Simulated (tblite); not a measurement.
Species: C₄H₈BO (charge -1).
Geometry (GFN2-xTB, Å), atoms numbered from 1 in this order:
```
atom  x, y, z in Å
C1    -1.0056   -1.1773   -0.2980
B2    -0.2232    0.1832    0.0655
C3    -1.1876    1.4408    0.3832
C4     1.2466    0.3370    0.0935
C5     2.2074   -0.6380   -0.1794
O6     3.4488   -0.5292   -0.1700
H7    -1.7617   -1.4213    0.4527
H8    -0.3507   -2.0419   -0.3878
H9    -1.5367   -1.0790   -1.2482
H10   -1.6987    1.7784   -0.5222
H11   -1.9715    1.1897    1.1022
H12   -0.6474    2.3004    0.7811
H13    1.6867    1.3051    0.3458
H14    1.7930   -1.6483   -0.4405
```

Level: GFN2-xTB in tblite, geometry and Hessian alike; calculated harmonic values, unscaled, isolated species. Errors from tens to a few hundred cm⁻¹ against measured bands are possible. The optimisation stopped once no atom felt more than 0.01 eV/Å.

Lowest wavenumbers of the output (negative numbers stand for imaginary wavenumbers):
```
mode    cm-1
  1     -22.0
  2      68.0
  3     141.6
  4     178.4
  5     195.9
  6     281.0
  7     373.1
  8     394.1
```

Q: Is this structure a minimum?

A: Not by this Hessian. 1 mode is imaginary beyond 20i (22i cm⁻¹), so at this level the point lies at or near a first-order saddle. The curvature is small, so loose convergence or finite differences may be the whole cause.

Q: Which atoms move in the imaginary mode?

A: 22i: H9 (methyl hydrogen) 31 %, H7 (methyl hydrogen) 28 %, H8 (methyl hydrogen) 21 %. These are shares of the mass-weighted motion.

Q: What is the remedy?

A: Step along that mode in both directions, optimise again with tighter thresholds and repeat the frequencies. The zero-point energy of this point (69.0 kcal/mol) counts the 35 real modes alone, and thermal corrections from it aren't those of a minimum.

Hardware: an Intel Xeon 6975P-C with one thread (shared host). Cost: 0.19 s wall. The figure is for the frequency step alone.
